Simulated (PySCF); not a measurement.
Isomers of C8H8FOP.

All values: PBE0/pcSseg-1 (PySCF) at GFN2-xTB geometries, gas phase, one conformer each.

(1) Rank by the lowest Hirshfeld charge on any atom, highest value first.
A. `[CH2:1]=[CH:2][P@@H:3](=[O:4])[c:5]1[cH:6][cH:7][cH:8][cH:9][c:10]1[F:11]` with C1–C2–P3–O4 -1°, C2–P3–C5–C6 -120°
B. `[CH3:1][C:2](=[O:3])[c:4]1[cH:5][p:6][c:7]([F:8])[cH:9][c:10]1[CH3:11]` with C1–C2–C4–C5 -65°
C. `[CH2:1]=[CH:2][c:3]1[p:4][c:5]([F:6])[o:7][c:8]1[CH:9]1[CH2:10][CH2:11]1` with C1–C2–C3–P4 0°, O7–C8–C9–C10 -35°
D. `[CH3:1][O:2]/[CH:3]=[P:4]/[c:5]1[cH:6][cH:7][c:8]([F:9])[cH:10][cH:11]1` with C1–O2–C3–P4 0°, C3–P4–C5–C6 177°

(2) Rank by LUMO energy, lowest first.
A. `[CH3:1][C:2](=[O:3])[c:4]1[cH:5][c:6]([CH3:7])[cH:8][p:9][c:10]1[F:11]` with C1–C2–C4–C5 -152°
B. `[CH3:1][O:2]/[CH:3]=[P:4]/[c:5]1[cH:6][cH:7][c:8]([F:9])[cH:10][cH:11]1` with C1–O2–C3–P4 0°, C3–P4–C5–C6 177°
C. `[CH3:1][C:2](=[O:3])[c:4]1[cH:5][p:6][c:7]([F:8])[cH:9][c:10]1[CH3:11]` with C1–C2–C4–C5 -65°
D. `[CH2:1]=[CH:2][c:3]1[p:4][c:5]([F:6])[o:7][c:8]1[CH:9]1[CH2:10][CH2:11]1` with C1–C2–C3–P4 0°, O7–C8–C9–C10 -35°
E. `[CH2:1]=[CH:2][P@@H:3](=[O:4])[c:5]1[cH:6][cH:7][cH:8][cH:9][c:10]1[F:11]` with C1–C2–P3–O4 -1°, C2–P3–C5–C6 -120°

(3) Rank by HOMO–LUMO gap, highest first.
A. `[CH3:1][C:2](=[O:3])[c:4]1[cH:5][c:6]([CH3:7])[cH:8][p:9][c:10]1[F:11]` with C1–C2–C4–C5 -152°
B. `[CH2:1]=[CH:2][P@@H:3](=[O:4])[c:5]1[cH:6][cH:7][cH:8][cH:9][c:10]1[F:11]` with C1–C2–P3–O4 -1°, C2–P3–C5–C6 -120°
C. `[CH3:1][O:2][c:3]1[cH:4][cH:5][c:6](/[P:7]=[CH:8]\[F:9])[cH:10][cH:11]1` with C1–O2–C3–C4 0°, C5–C6–P7–C8 -49°
D. `[CH3:1][O:2]/[CH:3]=[P:4]/[c:5]1[cH:6][cH:7][c:8]([F:9])[cH:10][cH:11]1` with C1–O2–C3–P4 0°, C3–P4–C5–C6 177°
E. `[CH3:1][C:2](=[O:3])[c:4]1[cH:5][p:6][c:7]([F:8])[cH:9][c:10]1[CH3:11]` with C1–C2–C4–C5 -65°

Answers

(1) D (-0.090 e), C (-0.104 e), B (-0.218 e), A (-0.387 e).

(2) A (-2.13 eV), C (-1.85 eV), B (-1.48 eV), E (-1.19 eV), D (-1.00 eV).

(3) B (6.46 eV), E (5.37 eV), A (5.15 eV), C (4.86 eV), D (4.73 eV).

All values together:

| SMILES | μ (D) | HOMO (eV) | LUMO (eV) | lowest IAO charge (e) | highest IAO charge (e) | lowest Hirshfeld charge (e) | highest Hirshfeld charge (e) |
| --- | --- | --- | --- | --- | --- | --- | --- |
| CO/C=P/c1ccc(F)cc1 | 1.80 | -6.21 | -1.48 | -0.277 (O) | +0.296 (C) | -0.090 (O) | +0.090 (C) |
| C=Cc1pc(F)oc1C1CC1 | 2.86 | -6.31 | -1.00 | -0.317 (C) | +0.248 (P) | -0.104 (C) | +0.088 (C) |
| CC(=O)c1cc(C)cpc1F | 2.19 | -7.28 | -2.13 | -0.475 (C) | +0.390 (C) | -0.223 (O) | +0.167 (C) |
| CC(=O)c1cpc(F)cc1C | 2.54 | -7.22 | -1.85 | -0.475 (C) | +0.391 (C) | -0.218 (O) | +0.175 (C) |
| C=C[P@@H](=O)c1ccccc1F | 3.44 | -7.66 | -1.19 | -0.922 (O) | +1.430 (P) | -0.387 (O) | +0.401 (P) |
| COc1ccc(/P=C\F)cc1 | 2.02 | -6.39 | -1.53 | -0.323 (O) | +0.325 (P) | -0.105 (O) | +0.081 (C) |

Conformers: `[CH3:1][O:2]/[CH:3]=[P:4]/[c:5]1[cH:6][cH:7][c:8]([F:9])[cH:10][cH:11]1` with C1–O2–C3–P4 0°, C3–P4–C5–C6 177°; `[CH2:1]=[CH:2][c:3]1[p:4][c:5]([F:6])[o:7][c:8]1[CH:9]1[CH2:10][CH2:11]1` with C1–C2–C3–P4 0°, O7–C8–C9–C10 -35°; `[CH3:1][C:2](=[O:3])[c:4]1[cH:5][c:6]([CH3:7])[cH:8][p:9][c:10]1[F:11]` with C1–C2–C4–C5 -152°; `[CH3:1][C:2](=[O:3])[c:4]1[cH:5][p:6][c:7]([F:8])[cH:9][c:10]1[CH3:11]` with C1–C2–C4–C5 -65°; `[CH2:1]=[CH:2][P@@H:3](=[O:4])[c:5]1[cH:6][cH:7][cH:8][cH:9][c:10]1[F:11]` with C1–C2–P3–O4 -1°, C2–P3–C5–C6 -120°; `[CH3:1][O:2][c:3]1[cH:4][cH:5][c:6](/[P:7]=[CH:8]\[F:9])[cH:10][cH:11]1` with C1–O2–C3–C4 0°, C5–C6–P7–C8 -49°.
